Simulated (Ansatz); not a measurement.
## Molecular dynamics of H9N2PSi

input.yaml

```yaml
crystal:
  periodic: [false, false, false]
  atoms:
    - { symbol: Si, position_ang: [0.066641, -0.193252, -0.113279] }
    - { symbol: H, position_ang: [-0.229763, 0.156505, 1.574078] }
    - { symbol: H, position_ang: [1.476492, 0.240847, -0.237898] }
    - { symbol: "N", position_ang: [-0.770893, 1.22962, -0.637176] }
    - { symbol: H, position_ang: [-1.781587, 1.307136, -0.615091] }
    - { symbol: H, position_ang: [-0.336872, 2.132226, -0.485127] }
    - { symbol: "N", position_ang: [-0.909454, -1.387372, -0.838493] }
    - { symbol: H, position_ang: [-0.746375, -2.378772, -0.749948] }
    - { symbol: H, position_ang: [-1.545988, -1.131069, -1.584431] }
    - { symbol: P, position_ang: [1.332083, -2.22126, 1.228414] }
    - { symbol: H, position_ang: [0.249374, -3.153503, 1.260344] }
    - { symbol: H, position_ang: [1.721285, -2.590779, -0.093835] }
    - { symbol: H, position_ang: [0.216656, -0.655426, 1.543342] }
basis:
  gaussian: { orbitals: "6-31G*" }
hamiltonian:
  xc: r2scan
  dispersion: d4
md:
  timestep: 0.5
  n_steps: 200
  ensemble: nve
  temperature: 100.0
  initial_velocities: maxwell_boltzmann
  seed: 10207
```

Run as:

```bash
$ ansatz run input.yaml --threads 2 --pin off --max-ram 3072MiB --backend cpu --events-out ev --progress --plain --runs-dir out
```

It starts at the highest image of a converged band. Of that band: Neighbouring images differ by up to 2.1 eV, so the band resolves the path poorly. A vibrational analysis at the climbing image gives one clearly imaginary mode, 1001i cm⁻¹: a first-order saddle point.

Output, in part (step lines, the closing report, with atoms numbered from 0):

```
md step     0: t =     0.00 fs  T =   100.0 K  F+E_penalty+E_count = -20286.92042950 eV  E_kin = 0.142186 eV  conserved = -20286.77824350 eV  (28 SCF iters)
md step     1: t =     0.50 fs  T =    96.8 K  F+E_penalty+E_count = -20286.91587831 eV  E_kin = 0.137704 eV  conserved = -20286.77817425 eV  (31 SCF iters)
md step     2: t =     1.00 fs  T =    88.3 K  F+E_penalty+E_count = -20286.90350672 eV  E_kin = 0.125548 eV  conserved = -20286.77795902 eV  (32 SCF iters)
md step     3: t =     1.50 fs  T =    76.7 K  F+E_penalty+E_count = -20286.88675395 eV  E_kin = 0.109078 eV  conserved = -20286.77767610 eV  (31 SCF iters)
md step     4: t =     2.00 fs  T =    65.2 K  F+E_penalty+E_count = -20286.87011342 eV  E_kin = 0.092691 eV  conserved = -20286.77742254 eV  (32 SCF iters)
md step     5: t =     2.50 fs  T =    56.5 K  F+E_penalty+E_count = -20286.85759890 eV  E_kin = 0.080318 eV  conserved = -20286.77728069 eV  (32 SCF iters)
md step     6: t =     3.00 fs  T =    52.2 K  F+E_penalty+E_count = -20286.85145956 eV  E_kin = 0.074172 eV  conserved = -20286.77728724 eV  (32 SCF iters)
md step     7: t =     3.50 fs  T =    52.2 K  F+E_penalty+E_count = -20286.85160799 eV  E_kin = 0.074185 eV  conserved = -20286.77742311 eV  (32 SCF iters)
[... lines left out ...]
Total energy: -20288.91705099 eV, -745.6039493018 hartree
Atom 0 at    -0.762621     0.568436    -0.237339 Å, force    -0.979190    -0.273197    -1.080388 eV/Å
Atom 1 at    -1.938141     0.720903     0.631267 Å, force    -0.146955     0.385017     0.338297 eV/Å
Atom 2 at     0.524462     0.504975     0.431883 Å, force     0.580065     0.288896     0.312009 eV/Å
Atom 3 at    -0.884643     1.938430    -1.410198 Å, force     1.106344    -1.287541     0.573003 eV/Å
Atom 4 at    -1.632573     1.646357    -2.030169 Å, force    -0.406332     0.304115    -0.319930 eV/Å
Atom 5 at    -0.037596     1.923732    -2.003380 Å, force    -0.392671     0.220783     0.225352 eV/Å
Atom 6 at    -0.975819    -1.059652    -0.834114 Å, force    -0.376954     0.350337    -0.124331 eV/Å
Atom 7 at    -1.833431    -1.370938    -1.283831 Å, force     0.140244     0.113848     0.203701 eV/Å
Atom 8 at    -0.259553    -1.752900    -0.925419 Å, force     0.493920    -0.117264    -0.119181 eV/Å
Atom 9 at     2.152661    -3.259151     1.701791 Å, force    -0.169888    -0.381965    -0.212363 eV/Å
Atom 10 at     2.155123    -4.658527     1.516290 Å, force     0.653506    -0.423382     0.030978 eV/Å
Atom 11 at     0.959663    -3.345674     0.936414 Å, force    -0.310643     0.578569     0.026893 eV/Å
Atom 12 at     1.478424    -3.474192     2.930004 Å, force    -0.191447     0.241783     0.145958 eV/Å
Dipole moment:    -0.086477    -0.513116    -0.346136 e Å
```

The steps, from the saved trajectory:

```json
{"time (fs)": "0", "T (K)": "100", "potential energy less start (eV)": "0.000", "conserved less start (meV/atom)": "0.00"}
{"time (fs)": "3", "T (K)": "52", "potential energy less start (eV)": "0.069", "conserved less start (meV/atom)": "0.07"}
{"time (fs)": "6", "T (K)": "62", "potential energy less start (eV)": "0.055", "conserved less start (meV/atom)": "0.04"}
{"time (fs)": "9", "T (K)": "62", "potential energy less start (eV)": "0.055", "conserved less start (meV/atom)": "0.02"}
{"time (fs)": "12", "T (K)": "42", "potential energy less start (eV)": "0.083", "conserved less start (meV/atom)": "0.07"}
{"time (fs)": "15", "T (K)": "94", "potential energy less start (eV)": "0.009", "conserved less start (meV/atom)": "0.06"}
{"time (fs)": "18", "T (K)": "201", "potential energy less start (eV)": "-0.143", "conserved less start (meV/atom)": "0.06"}
{"time (fs)": "21", "T (K)": "441", "potential energy less start (eV)": "-0.485", "conserved less start (meV/atom)": "0.01"}
{"time (fs)": "24", "T (K)": "398", "potential energy less start (eV)": "-0.424", "conserved less start (meV/atom)": "-0.05"}
{"time (fs)": "27", "T (K)": "660", "potential energy less start (eV)": "-0.801", "conserved less start (meV/atom)": "-0.36"}
{"time (fs)": "30", "T (K)": "612", "potential energy less start (eV)": "-0.727", "conserved less start (meV/atom)": "0.06"}
{"time (fs)": "33", "T (K)": "599", "potential energy less start (eV)": "-0.708", "conserved less start (meV/atom)": "0.10"}
{"time (fs)": "36", "T (K)": "991", "potential energy less start (eV)": "-1.268", "conserved less start (meV/atom)": "-0.10"}
{"time (fs)": "39", "T (K)": "998", "potential energy less start (eV)": "-1.275", "conserved less start (meV/atom)": "0.07"}
{"time (fs)": "42", "T (K)": "1246", "potential energy less start (eV)": "-1.632", "conserved less start (meV/atom)": "-0.22"}
{"time (fs)": "45", "T (K)": "1229", "potential energy less start (eV)": "-1.605", "conserved less start (meV/atom)": "0.01"}
{"time (fs)": "48", "T (K)": "1207", "potential energy less start (eV)": "-1.573", "conserved less start (meV/atom)": "0.10"}
{"time (fs)": "51", "T (K)": "1462", "potential energy less start (eV)": "-1.939", "conserved less start (meV/atom)": "-0.21"}
{"time (fs)": "54", "T (K)": "1271", "potential energy less start (eV)": "-1.662", "conserved less start (meV/atom)": "0.23"}
{"time (fs)": "57", "T (K)": "1550", "potential energy less start (eV)": "-2.064", "conserved less start (meV/atom)": "-0.16"}
{"time (fs)": "60", "T (K)": "1407", "potential energy less start (eV)": "-1.858", "conserved less start (meV/atom)": "0.04"}
{"time (fs)": "63", "T (K)": "1456", "potential energy less start (eV)": "-1.928", "conserved less start (meV/atom)": "0.05"}
{"time (fs)": "66", "T (K)": "1599", "potential energy less start (eV)": "-2.134", "conserved less start (meV/atom)": "-0.21"}
{"time (fs)": "69", "T (K)": "1388", "potential energy less start (eV)": "-1.829", "conserved less start (meV/atom)": "0.16"}
{"time (fs)": "72", "T (K)": "1602", "potential energy less start (eV)": "-2.137", "conserved less start (meV/atom)": "-0.11"}
{"time (fs)": "75", "T (K)": "1430", "potential energy less start (eV)": "-1.891", "conserved less start (meV/atom)": "0.08"}
{"time (fs)": "78", "T (K)": "1537", "potential energy less start (eV)": "-2.042", "conserved less start (meV/atom)": "0.00"}
{"time (fs)": "81", "T (K)": "1562", "potential energy less start (eV)": "-2.081", "conserved less start (meV/atom)": "-0.20"}
{"time (fs)": "84", "T (K)": "1450", "potential energy less start (eV)": "-1.920", "conserved less start (meV/atom)": "-0.04"}
{"time (fs)": "87", "T (K)": "1502", "potential energy less start (eV)": "-1.994", "conserved less start (meV/atom)": "-0.04"}
{"time (fs)": "90", "T (K)": "1353", "potential energy less start (eV)": "-1.780", "conserved less start (meV/atom)": "0.08"}
{"time (fs)": "93", "T (K)": "1538", "potential energy less start (eV)": "-2.045", "conserved less start (meV/atom)": "-0.05"}
{"time (fs)": "96", "T (K)": "1424", "potential energy less start (eV)": "-1.883", "conserved less start (meV/atom)": "-0.06"}
{"time (fs)": "99", "T (K)": "1442", "potential energy less start (eV)": "-1.910", "conserved less start (meV/atom)": "-0.17"}
```

All steps were run. The conserved energy stayed within 0.37 meV per atom of its start (net change -0.22 meV per atom), so the integration is sound. The kinetic energy rose, since the run started high on the potential surface and went downhill. It ends in pieces (H3P + H6N2Si), so much of that is their flight and rotation, not heat. A run of 0.1 ps of so small a system gives no equilibrium averages. The orbitals stay closed-shell, which can raise the energy where a bond breaks towards radicals; this wasn't checked here.

Between its relaxed ends the band would form Si1–P10, H2–H13 and break Si1–H2, P10–H13. These pairs go: Si1–P10 2.74 → 5.19 Å, H2–H13 0.93 → 5.88 Å, Si1–H2 1.75 → 1.47 Å, P10–H13 1.95 → 1.42 Å. In the last frame they stand as before the step (other bonds may differ from the relaxed reactants and products). Also parted: Si1–H13 1.73 → 5.60 Å. It ends as H3P + H6N2Si. Pairs count as bonded within 1.25 times the sum of covalent radii (0.12 Å more for H–H).

Last frame:

```xyz
13
Properties=species:S:1:pos:R:3
Si -0.763 0.568 -0.237
H -1.938 0.721 0.631
H 0.524 0.505 0.432
N -0.885 1.938 -1.410
H -1.633 1.646 -2.030
H -0.038 1.924 -2.003
N -0.976 -1.060 -0.834
H -1.833 -1.371 -1.284
H -0.260 -1.753 -0.925
P 2.153 -3.259 1.702
H 2.155 -4.659 1.516
H 0.960 -3.346 0.936
H 1.478 -3.474 2.930
```

The run took 11 min on 2 threads of Arm Neoverse V2, with other jobs on the host, peak memory 0.15 GiB.
